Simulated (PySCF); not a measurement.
PbBr, SMILES [Br][Pb] (connectivity only; charge and spin as stated), neutral, multiplicity 2.

Coordinates come from a PBE-D3(BJ)/def2-TZVP optimisation. The spin state was assumed, not searched. The def2 effective core potentials stand for the cores of Pb; spin–orbit coupling is left out.

All values below come from PBE0/def2-TZVPD (PySCF).

**Question.** Estimate the frontier levels, dipole moment. (An estimate is asked for; the answer gives what the named calculation found.)

**Answer.** 
```yaml
"α spin, highest occupied and lowest empty level": -4.90 and -3.18 eV
"β spin, highest occupied and lowest empty level": -7.92 and -2.85 eV
dipole_moment: 3.60 D
"⟨S²⟩": 0.753 (pure state 0.75)
```
